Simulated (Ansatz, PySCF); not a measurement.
Breaking the O3–H4 bond in BH3O2 (SMILES OBO) (multiplicity 1 held, fragments rigid). Energies count from the point at 0.965 Å.
Geometry at that point (charge 0, multiplicity 1):
```tsv
atom	x (Å)	y (Å)	z (Å)
B	-0.3250	-0.2721	-0.2335
H	-1.1097	-0.9871	-0.7786
O	-0.2746	1.0316	-0.6053
H	0.3860	1.5368	-0.1152
O	0.5165	-0.7231	0.7449
H	0.4133	-1.6573	0.9449
```

Active spaces are followed from a long bond inwards. Curves can end on different states.

Frozen-core correlation. Rows in 6-31G* carry no dispersion term and start afresh at each structure (6-31G* with six Cartesian d functions).

The values were computed with Ansatz (Gaussian basis) for Hartree–Fock, density functionals and correlated methods; PySCF for 6-31G* rows. Values without a source in brackets are computed.

Estimate the energy at R = 3.089 Å that SC-NEVPT2 on CASSCF(4,3)/cc-pVTZ returns for this input.

513 kJ/mol

Give the energy at R = 3.089 Å at the level R-B3LYP/6-31G*.

649 kJ/mol

Doubts at one or more of the structures used: a restricted determinant that unrestricted orbitals would lower (R-B3LYP/6-31G*); active orbitals that take no part (SC-NEVPT2 on CASSCF(4,3)/cc-pVTZ).

Ansatz is an electronic-structure program.
